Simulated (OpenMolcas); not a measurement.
# Sm IV: effect of the basis set

```yaml
Program: OpenMolcas
Method: "MS-CASPT2, IPEA 0.25 Eh, imaginary shift 0.1 Eh (closed shells correlated: 5s 5p)"
Active_space: 5 electrons in 7 orbitals (4f)
State_averaging: 2S+1 = 6 odd, 21 roots; 2S+1 = 4 odd, 224 roots (128 in the spin-orbit step); 2S+1 = 2 odd, 249 roots kept (CI in the orbitals of an earlier block, 143 in the spin-orbit step)
Spin-orbit_coupling: RASSI with atomic mean-field integrals over the reference wave functions, term energies averaged over their components
```

A. ANO-R1 [7s5p3d2f], X2C, finite nucleus; CASPT2 step about 90 core-seconds
B. ANO-RCC-VDZP [7s6p4d2f1g], DKH2, point nucleus; CASPT2 step roughly 120 core-seconds
C. ANO-R2 [8s6p5d3f1g], X2C, finite nucleus; CASPT2 step of the order of 100 core-seconds
D. ANO-RCC-VTZP [8s7p5d3f2g1h], DKH2, point nucleus; CASPT2 step of the order of 5 core-minutes
E. ANO-R3 [9s8p6d5f3g1h], X2C, finite nucleus; CASPT2 step about 8 core-minutes
F. ANO-RCC-VQZP [9s8p6d4f3g2h], DKH2, point nucleus; CASPT2 step of the order of 6 core-minutes

Energies in cm⁻¹ above 4f⁵ ⁶H°_5/2.

```
                 Level      A      B      C      D      E      F
           4f⁵ ⁶H°_5/2    0.0    0.0    0.0    0.0    0.0    0.0
           4f⁵ ⁶H°_7/2   1050   1120   1133   1128   1134   1128
           4f⁵ ⁶H°_9/2   2290   2440   2460   2450   2460   2450
          4f⁵ ⁶H°_11/2   3680   3890   3920   3900   3910   3900
          4f⁵ ⁶H°_13/2   5160   5420   5470   5430   5440   5420
          4f⁵ ⁶H°_15/2   6710   7020   7070   7020   7010   7000
           4f⁵ ⁶F°_1/2   7510   7170   7110   6890   6780   6840
           4f⁵ ⁶F°_3/2   7780   7430   7370   7150   7030   7100
           4f⁵ ⁶F°_5/2   8310   7980   7920   7680   7560   7630
           4f⁵ ⁶F°_7/2   9200   8910   8860   8620   8500   8570
           4f⁵ ⁶F°_9/2  10420  10200  10160   9910   9800   9860
          4f⁵ ⁶F°_11/2  11870  11740  11710  11450  11340  11390
        4f⁵ ⁴F°_3/2(1)  21200  20040  19770  19390  18870  19100
 4f⁵ ⁴G°_7/2(1) [58 %]  22790  21690  21460  21060  20550  20760
   4f⁵ ⁴M°_15/2 [68 %]  23210  23420  23300  23180  23000  23010
        4f⁵ ⁴I°_9/2(1)  23270  22660  22490  22230  21850  21980
       4f⁵ ⁴I°_11/2(1)  23840  23300  23130  22880  22520  22640
4f⁵ ⁴I°_13/2(1) [64 %]  24540  24070  23900  23650  23310  23420
          4f⁵ ⁴M°_17/2  24860  25200  25110  25000  24870  24840
 4f⁵ ⁴F°_5/2(1) [51 %]  25010  23980  23760  23340  22830  23040
 4f⁵ ⁴G°_9/2(1) [72 %]  25570  24550  24340  23920  23400  23610
4f⁵ ⁴I°_15/2(1) [58 %]  25720  25400  25250  25020  24710  24790
          4f⁵ ⁴M°_19/2  26390  26810  26740  26620  26500  26470
          4f⁵ ⁴M°_21/2  27750  28250  28180  28060  27950  27900
```

Among A to F the level of the table that moves most is 4f⁵ ⁴F°_3/2(1), by 2300 cm-1 (lowest in E, highest in A). Moves below CASPT2's spread within the term are not significant.

Term energies are means over components that CASPT2 splits; among the terms shown or strongly mixed into the levels shown the widest spread is 290 cm-1 (4f⁵ ⁶H°, C). Blocks of more than 70 roots (2S+1 = 4 odd, 2 odd) ran without multistate coupling. High states are left out of the spin-orbit mixing, which shifts the levels that they would mix with. The basis is small and was not contracted for so high a charge (holds for A; B). Only configurations of the active space appear. The table leaves out levels that lie high or whose names do not pair safely across all columns.

A share in square brackets marks a mixed level and gives the weight of the term that names it, the lowest over the columns. A number in round brackets counts repeated terms of one configuration in the order of the reference energies. ° marks odd parity.
